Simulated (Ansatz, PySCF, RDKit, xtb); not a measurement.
Pair of molecules: CH4O (SMILES CO) (first 6 atoms) with C2H6 (SMILES CC); geometry from B3LYP-D3(BJ)/def2-TZVP, rigid monomers moved along the line of their centres of mass till H6···C7 is 3.05 Å.
(charge 0, multiplicity 1):
```xyz
14

C     -0.634     0.241     0.053
O      0.683    -0.155     0.408
H     -1.248    -0.609    -0.265
H     -0.541     0.931    -0.785
H     -1.143     0.759     0.873
H      0.629    -0.771     1.146
C     -0.124    -0.763     4.101
C      0.147     0.735     4.204
H     -0.500    -1.170     5.041
H      0.786    -1.316     3.853
H     -0.874    -0.982     3.337
H     -0.764     1.285     4.448
H      0.538     1.132     3.266
H      0.879     0.949     4.985
```

Counterpoise-corrected where a basis set is named; no monomer relaxation. Rows marked so take none. RDKit's UFF carries no charges.

Rows in 6-311+G** carry no dispersion term and start afresh at each structure.

Codes used: Ansatz (Gaussian basis) for Hartree–Fock, density functionals and correlated methods; PySCF for 6-311+G** rows, the dispersion terms; RDKit for the force fields; xtb for the GFN methods. Values without a source in brackets are computed.

Task: One of these levels gives -0.23 kcal/mol for the interaction energy. Which?
A) GFN1-xTB
B) B3LYP/6-311+G** (no counterpoise)
C) UFF
D) PBE-D4/def2-TZVPPD

Result: B, B3LYP/6-311+G** (no counterpoise). The others give -1.25 (UFF), -0.88 (GFN1-xTB), -1.60 (PBE-D4/def2-TZVPPD)

Ansatz is a quantum-chemistry and plane-wave program.
